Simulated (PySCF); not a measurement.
**Electron correlation in Ar (argon, neutral)**

[Ar], closed-shell 1S. Computed with PySCF 2.14 in 6-31G* (4s3p1d, 18 functions), with no relativity, point nucleus. Frozen: [Ne]; 8 electrons correlated.

MP2 pair energies summed by pair of shells (mhartree):

```
 pair   energy  share (%)
3p-3p  -107.17       79.4
3s-3p   -21.36       15.8
3s-3s    -6.44        4.8
```

Total MP2 correlation energy: -134.98 mhartree.

Same-spin part -36.62 and opposite-spin part -98.36 mhartree; SCS-MP2 scales them by 1/3 and 6/5 to -130.24 mhartree.

| level | correlation energy (mhartree) |
| --- | --- |
| CCSD | -147.19 |
| (T) | -1.54 |
| CCSD(T) | -148.73 |

Diagnostics: T1 = 0.0014, D1 = 0.0023, largest double amplitude 0.041.

Task: Is a single reference adequate?

Result: Yes: T1 lies below 0.03 and no double amplitude reaches 0.07.
